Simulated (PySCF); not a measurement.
C$_{3}$H$_{8}$N, doublet, geometry from GFN2-xTB; PySCF with DF-CAMB3LYP/pcseg-1.

The PySCF input:
```python
from pyscf import gto, scf, dft

mol = gto.M(
    atom='''
N     0.00107674    0.05252662    0.22290961
C    -0.00119711    1.43247889    0.07940335
C     1.20870810   -0.64841920   -0.12711140
C    -1.20848741   -0.65112173   -0.11479853
H     0.91995774    1.93255837    0.31358775
H    -0.92103430    1.93050006    0.32296552
H     1.30930264   -0.79359459   -1.21222697
H     1.20646811   -1.62978335    0.35106755
H     2.06996861   -0.08568093    0.22685824
H    -1.31980642   -0.79653405   -1.19883464
H    -2.06735332   -0.09030664    0.24793320
H    -1.19918176   -1.63247297    0.36332161
''',
    basis='pcseg-1',
    spin=1,
    verbose=4,
)

mf = dft.UKS(mol)
mf.xc = 'camb3lyp'
mf.DIIS = scf.ADIIS
mf = mf.density_fit(auxbasis='def2-universal-jkfit')
mf.kernel()
mf.analyze()
```

The log (banner, timings and long lists left out):

```
PySCF version 2.14.0

[INPUT] verbose = 4
[INPUT] num. atoms = 12
[INPUT] num. electrons = 33
[INPUT] charge = 0
[INPUT] spin (= nelec alpha-beta = 2S) = 1
[INPUT] symmetry False subgroup None
[INPUT] Mole.unit = angstrom
[INPUT] Symbol           X                Y                Z      unit          X                Y                Z       unit  Magmom
[INPUT]  1 N      0.001076740000   0.052526620000   0.222909610000 AA    0.002034743707   0.099260926049   0.421238113434 Bohr   0.0
[INPUT]  2 C     -0.001197110000   1.432478890000   0.079403350000 AA   -0.002262210041   2.706992781321   0.150050584873 Bohr   0.0
[INPUT]  3 C      1.208708100000  -0.648419200000  -0.127111400000 AA    2.284127273543  -1.225334701910  -0.240205733310 Bohr   0.0
[INPUT]  4 C     -1.208487410000  -0.651121730000  -0.114798530000 AA   -2.283710229885  -1.230441743453  -0.216937781203 Bohr   0.0
[INPUT]  5 H      0.919957740000   1.932558370000   0.313587750000 AA    1.738468174774   3.652006039036   0.592594963519 Bohr   0.0
[INPUT]  6 H     -0.921034300000   1.930500060000   0.322965520000 AA   -1.740502578330   3.648116396856   0.610316380478 Bohr   0.0
[INPUT]  7 H      1.309302640000  -0.793594590000  -1.212226970000 AA    2.474223403770  -1.499676429036  -2.290776974111 Bohr   0.0
[INPUT]  8 H      1.206468110000  -1.629783350000   0.351067550000 AA    2.279894305922  -3.079844173876   0.663421520722 Bohr   0.0
[INPUT]  9 H      2.069968610000  -0.085680930000   0.226858240000 AA    3.911673759347  -0.161913491798   0.428699942701 Bohr   0.0
[INPUT] 10 H     -1.319806420000  -0.796534050000  -1.198834640000 AA   -2.494072671243  -1.505231203391  -2.265469138242 Bohr   0.0
[INPUT] 11 H     -2.067353320000  -0.090306640000   0.247933200000 AA   -3.906731577510  -0.170654816830   0.468525845187 Bohr   0.0
[INPUT] 12 H     -1.199181760000  -1.632472970000   0.363321610000 AA   -2.266125099974  -3.084926819055   0.686578338036 Bohr   0.0

nuclear repulsion = 131.017615470403
number of shells = 28
number of NR pGTOs = 156
number of NR cGTOs = 96
basis = pcseg-1
ecp = {}

******** <class 'pyscf.df.df_jk.DFUKS'> ********
method = DFUKS
initial guess = minao
damping factor = 0
level_shift factor = 0
DIIS = <class 'pyscf.scf.diis.ADIIS'>
diis_start_cycle = 1
diis_space = 8
diis_damp = 0
SCF conv_tol = 1e-09
SCF conv_tol_grad = None
SCF max_cycles = 50
direct_scf = False
number electrons alpha = 17  beta = 16
XC library pyscf.dft.libxc version 7.1.2
    S. Lehtola, C. Steigemann, M. J. T. Oliveira, and M. A. L. Marques,  SoftwareX 7, 1–5 (2018)
XC functionals = camb3lyp
    T. Yanai, D. P. Tew, and N. C. Handy,  Chem. Phys. Lett. 393, 51 (2004)
radial grids:
    Treutler-Ahlrichs [JCP 102, 346 (1995); DOI:10.1063/1.469408] (M4) radial grids

becke partition: Becke, JCP 88, 2547 (1988); DOI:10.1063/1.454033
pruning grids: <function nwchem_prune>
grids dens level: 3
symmetrized grids: False
atomic radii adjust function: <function treutler_atomic_radii_adjust>
small_rho_cutoff = 0
Set gradient conv threshold to 3.16228e-05
tot grids = 134720
******** <class 'pyscf.df.df.DF'> ********
auxbasis = def2-universal-jkfit
Create RSH-DF object <pyscf.df.df.DF object> for omega=0.33
******** <class 'pyscf.df.df.DF'> ********
auxbasis = auxmol.basis = def2-universal-jkfit
init E= -174.053596793134

cycle= 1 E= -173.669959060294  delta_E= 0.384  |g|= 0.146  |ddm|= 2.23
cycle= 2 E= -173.679548288655  delta_E= -0.00959  |g|= 0.109  |ddm|= 0.231
cycle= 3 E= -173.679214741013  delta_E= 0.000334  |g|= 0.115  |ddm|= 0.174
cycle= 4 E= -173.685140539068  delta_E= -0.00593  |g|= 0.0149  |ddm|= 0.086
cycle= 5 E= -173.685172292419  delta_E= -3.18e-05  |g|= 0.0155  |ddm|= 0.0267
cycle= 6 E= -173.6852783287  delta_E= -0.000106  |g|= 0.00619  |ddm|= 0.0168
cycle= 7 E= -173.685279243648  delta_E= -9.15e-07  |g|= 0.00686  |ddm|= 0.0102
cycle= 8 E= -173.685300140578  delta_E= -2.09e-05  |g|= 0.00163  |ddm|= 0.00587
cycle= 9 E= -173.685301232575  delta_E= -1.09e-06  |g|= 0.00156  |ddm|= 0.00295
cycle= 10 E= -173.685301451476  delta_E= -2.19e-07  |g|= 0.00183  |ddm|= 0.00246
cycle= 11 E= -173.685302765088  delta_E= -1.31e-06  |g|= 0.000306  |ddm|= 0.00149
cycle= 12 E= -173.685302823902  delta_E= -5.88e-08  |g|= 0.00041  |ddm|= 0.00063
cycle= 13 E= -173.685302837022  delta_E= -1.31e-08  |g|= 0.000396  |ddm|= 0.000605
cycle= 14 E= -173.685302907116  delta_E= -7.01e-08  |g|= 9.58e-05  |ddm|= 0.000336
cycle= 15 E= -173.685302910089  delta_E= -2.97e-09  |g|= 9.5e-05  |ddm|= 0.000169
cycle= 16 E= -173.685302914636  delta_E= -4.55e-09  |g|= 2.46e-05  |ddm|= 7.8e-05
cycle= 17 E= -173.685302915374  delta_E= -7.38e-10  |g|= 2.12e-05  |ddm|= 4.23e-05
Extra cycle  E= -173.685302915604  delta_E= -2.29e-10  |g|= 1.97e-05  |ddm|= 3.89e-05
converged SCF energy = -173.685302915604  <S^2> = 0.75333299  2S+1 = 2.0033302
**** SCF Summaries ****
Total Energy =                        -173.685302915603529
Nuclear Repulsion Energy =             131.017615470403371
One-electron Energy =                 -492.020265128105223
Two-electron Energy =                  187.317346742098323
Two-electron Coulomb Energy =          213.393481117674867
DFT Exchange-Correlation Energy =      -26.076134375576558
**** MO energy ****
                             alpha | beta                alpha | beta
MO #1   energy= -14.4032665600629  | -14.3972139239742  occ= 1 | 1
MO #2   energy= -10.2725675146156  | -10.2727093552913  occ= 1 | 1
MO #3   energy= -10.2725569886208  | -10.2726987107246  occ= 1 | 1
MO #4   energy= -10.2462828641615  | -10.2345092533391  occ= 1 | 1
MO #5   energy= -1.0298609265628   | -1.01858883867489  occ= 1 | 1
MO #6   energy= -0.80133630441361  | -0.800178934621496 occ= 1 | 1
MO #7   energy= -0.785560236312188 | -0.772241248126726 occ= 1 | 1
MO #8   energy= -0.659992269172365 | -0.645703288098816 occ= 1 | 1
MO #9   energy= -0.553365438152847 | -0.549326481621428 occ= 1 | 1
MO #10  energy= -0.549898853061388 | -0.541117749242146 occ= 1 | 1
MO #11  energy= -0.537025555979675 | -0.52619434390899  occ= 1 | 1
MO #12  energy= -0.466885852749346 | -0.465280432844374 occ= 1 | 1
MO #13  energy= -0.452768808647086 | -0.449509699362654 occ= 1 | 1
MO #14  energy= -0.444921742091559 | -0.44385094801864  occ= 1 | 1
MO #15  energy= -0.440303113762444 | -0.433875975970495 occ= 1 | 1
MO #16  energy= -0.364405480530271 | -0.316139604818509 occ= 1 | 1
MO #17  energy= -0.200778674403924 | 0.032898424521298  occ= 1 | 0
MO #18  energy= 0.0852065338149992 | 0.0875531071346685 occ= 0 | 0
MO #19  energy= 0.128916285921877  | 0.129556014979771  occ= 0 | 0
MO #20  energy= 0.131062041079981  | 0.132926067293008  occ= 0 | 0
MO #21  energy= 0.148695527489843  | 0.151866864134096  occ= 0 | 0
MO #22  energy= 0.150288424234699  | 0.154002484617963  occ= 0 | 0
MO #23  energy= 0.166496830292325  | 0.170409984889855  occ= 0 | 0
MO #24  energy= 0.188373392332812  | 0.1897019784274    occ= 0 | 0
MO #25  energy= 0.189045335137107  | 0.193750075128739  occ= 0 | 0

To work with the spin densities directly, `use mulliken_meta_spin()` only printing them here.

 ** Mulliken spin pop alpha/beta on meta-lowdin orthogonal AOs **
 ** Mulliken Spin Density (per AO)  **
spin_pop of  0 N 1s       -0.00000
spin_pop of  0 N 2s        0.01470
spin_pop of  0 N 3s        0.00065
spin_pop of  0 N 2px       0.00489
spin_pop of  0 N 2py       0.00325
spin_pop of  0 N 2pz       0.19853
spin_pop of  0 N 3px       0.00003
spin_pop of  0 N 3py       0.00019
spin_pop of  0 N 3pz       0.00339
spin_pop of  0 N 3dxy      0.00002
spin_pop of  0 N 3dyz      0.00026
spin_pop of  0 N 3dz^2    -0.00024
spin_pop of  0 N 3dxz     -0.00001
spin_pop of  0 N 3dx2-y2   -0.00003
spin_pop of  1 C 1s       -0.00001
spin_pop of  1 C 2s        0.05533
spin_pop of  1 C 3s        0.00212
spin_pop of  1 C 2px       0.01329
spin_pop of  1 C 2py       0.01102
spin_pop of  1 C 2pz       0.67353
spin_pop of  1 C 3px       0.00000
spin_pop of  1 C 3py       0.00018
spin_pop of  1 C 3pz       0.01719
spin_pop of  1 C 3dxy      0.00005
spin_pop of  1 C 3dyz      0.00003
spin_pop of  1 C 3dz^2    -0.00066
spin_pop of  1 C 3dxz     -0.00008
spin_pop of  1 C 3dx2-y2   -0.00004
spin_pop of  2 C 1s        0.00000
spin_pop of  2 C 2s       -0.00069
spin_pop of  2 C 3s        0.00005
spin_pop of  2 C 2px      -0.00323
spin_pop of  2 C 2py      -0.00168
spin_pop of  2 C 2pz      -0.00492
spin_pop of  2 C 3px       0.00005
spin_pop of  2 C 3py       0.00053
spin_pop of  2 C 3pz       0.00010
spin_pop of  2 C 3dxy      0.00003
spin_pop of  2 C 3dyz     -0.00002
spin_pop of  2 C 3dz^2     0.00006
spin_pop of  2 C 3dxz      0.00031
spin_pop of  2 C 3dx2-y2    0.00001
spin_pop of  3 C 1s        0.00000
spin_pop of  3 C 2s       -0.00069
spin_pop of  3 C 3s        0.00005
spin_pop of  3 C 2px      -0.00325
spin_pop of  3 C 2py      -0.00169
spin_pop of  3 C 2pz      -0.00489
spin_pop of  3 C 3px       0.00005
spin_pop of  3 C 3py       0.00053
spin_pop of  3 C 3pz       0.00010
spin_pop of  3 C 3dxy      0.00003
spin_pop of  3 C 3dyz     -0.00002
spin_pop of  3 C 3dz^2     0.00005
spin_pop of  3 C 3dxz      0.00032
spin_pop of  3 C 3dx2-y2    0.00001
spin_pop of  4 H 1s       -0.01533
spin_pop of  4 H 2s        0.00026
spin_pop of  4 H 2px      -0.00001
spin_pop of  4 H 2py       0.00001
spin_pop of  4 H 2pz       0.00052
spin_pop of  5 H 1s       -0.01533
spin_pop of  5 H 2s        0.00026
spin_pop of  5 H 2px      -0.00000
spin_pop of  5 H 2py       0.00001
spin_pop of  5 H 2pz       0.00051
spin_pop of  6 H 1s        0.02126
spin_pop of  6 H 2s        0.00223
spin_pop of  6 H 2px       0.00002
spin_pop of  6 H 2py      -0.00000
spin_pop of  6 H 2pz      -0.00002
spin_pop of  7 H 1s       -0.00033
spin_pop of  7 H 2s        0.00005
spin_pop of  7 H 2px       0.00001
spin_pop of  7 H 2py      -0.00000
spin_pop of  7 H 2pz       0.00000
spin_pop of  8 H 1s        0.00195
spin_pop of  8 H 2s        0.00001
spin_pop of  8 H 2px       0.00001
spin_pop of  8 H 2py       0.00000
spin_pop of  8 H 2pz       0.00001
spin_pop of  9 H 1s        0.02126
spin_pop of  9 H 2s        0.00223
spin_pop of  9 H 2px       0.00002
spin_pop of  9 H 2py      -0.00000
spin_pop of  9 H 2pz      -0.00002
spin_pop of  10 H 1s        0.00195
spin_pop of  10 H 2s        0.00001
spin_pop of  10 H 2px       0.00001
spin_pop of  10 H 2py       0.00000
spin_pop of  10 H 2pz       0.00001
spin_pop of  11 H 1s       -0.00033
spin_pop of  11 H 2s        0.00005
spin_pop of  11 H 2px       0.00001
spin_pop of  11 H 2py      -0.00000
spin_pop of  11 H 2pz       0.00000
 ** Mulliken Spin Density (per atom)  **
spin density of  0 N =      0.22562
spin density of  1 C =      0.77196
spin density of  2 C =     -0.00942
spin density of  3 C =     -0.00942
spin density of  4 H =     -0.01456
spin density of  5 H =     -0.01456
spin density of  6 H =      0.02349
spin density of  7 H =     -0.00028
spin density of  8 H =      0.00197
spin density of  9 H =      0.02349
spin density of  10 H =      0.00197
spin density of  11 H =     -0.00028
 ** Mulliken pop alpha/beta on meta-lowdin orthogonal AOs **
 ** Mulliken pop       alpha | beta **
In total            17.00000 | 16.00000
 ** Mulliken atomic charges   ( Nelec_alpha | Nelec_beta ) **
charge of  0N =     -0.12034  (     3.67298      3.44736 )
charge of  1C =     -0.28492  (     3.52844      2.75648 )
charge of  2C =     -0.17811  (     3.08434      3.09376 )
charge of  3C =     -0.17811  (     3.08434      3.09376 )
charge of  4H =      0.09630  (     0.44457      0.45913 )
charge of  5H =      0.09630  (     0.44457      0.45913 )
charge of  6H =      0.07891  (     0.47229      0.44880 )
charge of  7H =      0.09855  (     0.45059      0.45086 )
charge of  8H =      0.10698  (     0.44750      0.44552 )
charge of  9H =      0.07891  (     0.47229      0.44880 )
charge of  10H =      0.10698  (     0.44750      0.44552 )
charge of  11H =      0.09855  (     0.45059      0.45086 )
Dipole moment(X, Y, Z, Debye):  0.00156, -1.16846,  0.05090
```
